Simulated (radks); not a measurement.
Pm3+, configuration [Kr] 4d10 4f4 5s1 5p6 6p1 (not the ground configuration). Calculated with a radial shooting solver on a logarithmic mesh with Libxc functionals: Dirac Kohn-Sham, PBE, spin-unpolarised, spherical densities, point nucleus; open shells fill j = l - 1/2 first.

Unscreened Slater integrals over Kohn-Sham orbitals (hartree). Large and small components are both included. Empty in this configuration: 4f7/2.

| integral | value |
|---|---|
| F0(6p1/2,6p1/2) | 0.25207 |
| F0(6p1/2,4f5/2) | 0.32929 |
| G2(6p1/2,4f5/2) | 0.015058 |
| F0(6p1/2,5p3/2) | 0.31068 |
| G2(6p1/2,5p3/2) | 0.024309 |
| F0(6p1/2,5p1/2) | 0.31262 |
| G0(6p1/2,5p1/2) | 0.017378 |
| F0(6p1/2,4f7/2) | 0.32907 |
| G4(6p1/2,4f7/2) | 0.014042 |
| F0(4f5/2,4f5/2) | 1.0199 |
| F2(4f5/2,4f5/2) | 0.48255 |
| F4(4f5/2,4f5/2) | 0.30221 |
| F0(4f5/2,5p3/2) | 0.66885 |
| F2(4f5/2,5p3/2) | 0.23983 |
| G2(4f5/2,5p3/2) | 0.12586 |
| G4(4f5/2,5p3/2) | 0.098026 |
| F0(4f5/2,5p1/2) | 0.69404 |
| G2(4f5/2,5p1/2) | 0.14223 |
| F0(4f5/2,4f7/2) | 1.0152 |
| F2(4f5/2,4f7/2) | 0.48024 |
| F4(4f5/2,4f7/2) | 0.30074 |
| G2(4f5/2,4f7/2) | 0.47937 |
| G4(4f5/2,4f7/2) | 0.30022 |
| G6(4f5/2,4f7/2) | 0.21582 |
| F0(5p3/2,5p3/2) | 0.56260 |
| F2(5p3/2,5p3/2) | 0.30559 |
| F0(5p3/2,5p1/2) | 0.57525 |
| G2(5p3/2,5p1/2) | 0.30994 |
| F0(5p3/2,4f7/2) | 0.66760 |
| F2(5p3/2,4f7/2) | 0.24106 |
| G2(5p3/2,4f7/2) | 0.12786 |
| G4(5p3/2,4f7/2) | 0.099348 |
| F0(5p1/2,5p1/2) | 0.58915 |
| F0(5p1/2,4f7/2) | 0.69266 |
| G4(5p1/2,4f7/2) | 0.11078 |
| F0(4f7/2,4f7/2) | 1.0106 |
| F2(4f7/2,4f7/2) | 0.47799 |
| F4(4f7/2,4f7/2) | 0.29931 |
| F6(4f7/2,4f7/2) | 0.21515 |
